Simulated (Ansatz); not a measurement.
Gas-phase electronic energies from Ansatz, PBE0-D4/def2-TZVP geometries. CBS: MP2 limit from def2 TZ/QZ plus the TZ coupled-cluster correction, frozen cores. DFT in def2-TZVPP. B3LYP here is the variant with VWN-RPA as its local correlation; programs differ in this. One conformer a species, not always the lowest.

Consider the isomerisation: `BN(C)C=C` → `NCC1BC1`.

```
             level  ΔE (kJ/mol)  difference from CCSD(T)/CBS
         r2SCAN-D4        182.1                         -8.0
           PBE0-D4        174.4                        -15.7
          B3LYP-D4        200.8                         10.7
           ωB97X-V        174.6                        -15.5
              PBE0        173.1                        -17.0
     HF/def2-TZVPP        199.0                          8.9
SCS-MP2/def2-TZVPP        194.4                          4.3
CCSD(T)/def2-TZVPP        194.6                          4.5
     HF/def2-QZVPP        199.1                          9.0
    CCSD/CBS(def2)        186.0                         -4.1
       CCSD(T)/CBS        190.1                            0
```

Largest T1 diagnostic among the species: 0.013.

From PBE to PBE0 (25 % exact exchange), in def2-TZVPP and without D4, ΔE moves by −6.3 kJ/mol. In def2-TZVPP, CCSD(T) changes the Hartree–Fock value by −4.5 kJ/mol (the triples alone add +4.1 kJ/mol) and MP2 by −10.9 kJ/mol.
